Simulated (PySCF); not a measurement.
Compound: C7H9F.
Atom-mapped SMILES: `[CH2:1]=[C:2]1[CH2:3][C@@H:4]([CH2:5][F:6])[C:7]1=[CH2:8]`

Structure used (GFN2-xTB), in Å, numbered top down from 1:
```
atom  x, y, z in Å
C1     2.4682    0.4818    0.4054
C2     1.2303    0.1323    0.0963
C3     0.5899   -1.1493   -0.3808
C4    -0.7795   -0.4277   -0.3594
C5    -1.7888   -0.9566    0.6444
F6    -2.3351   -2.1415    0.2090
C7    -0.0591    0.8246    0.0985
C8    -0.4593    2.0520    0.3864
H9     2.7039    1.4769    0.7422
H10    3.2865   -0.2145    0.3328
H11    0.6729   -1.9853    0.3122
H12    0.9145   -1.4782   -1.3662
H13   -1.2576   -0.3424   -1.3378
H14   -1.3191   -1.1596    1.6129
H15   -2.6199   -0.2552    0.7742
H16    0.2380    2.8090    0.7015
H17   -1.4927    2.3458    0.3118
```

NICS is the negative of the GIAO shielding at a point without a nucleus: at the ring centre (0) and 1 Å above and below it (1); zz is the component along the ring normal. Level: GIAO PBE0/pcSseg-1 (PySCF, non-relativistic, gas phase) on the GFN2-xTB geometry, one conformer.

Ring bond lengths (Å), with Mayer bond orders in brackets: C2–C3 1.510 (1.05), C3–C4 1.548 (1.03), C4–C7 1.516 (0.96), C7–C2 1.463 (0.99).

Task: What do the NICS probes read (ppm)?

Result: 
| ring | type | NICS(0) | NICS(1), two faces | NICS(1)zz, two faces | rms pucker (Å) | centre to ring atoms, mean (Å) |
| --- | --- | --- | --- | --- | --- | --- |
| C2–C3–C4–C7 | 4-membered carbocycle; formal bonds all single | 4.2 | -1.3 / -1.5 | 1.2 / 2.2 | 0.01 | 1.07 |

Task: What can be read from them?

Result: 
- C2–C3–C4–C7: mean NICS(1)zz 1.7 ppm, near zero. C3, C4 have four or more neighbours; no verdict on aromaticity is drawn. NICS(0) lies 6 ppm above the mean NICS(1).

Task: At the first NICS(1) probe listed for ring C2–C3–C4–C7, 1 Å off the ring, how large is the induced field along the normal in 11.7 T applied along it?

Result: NICSzz × B0 = 1.2 ppm × 11.7 T = 14 μT, along the applied field.
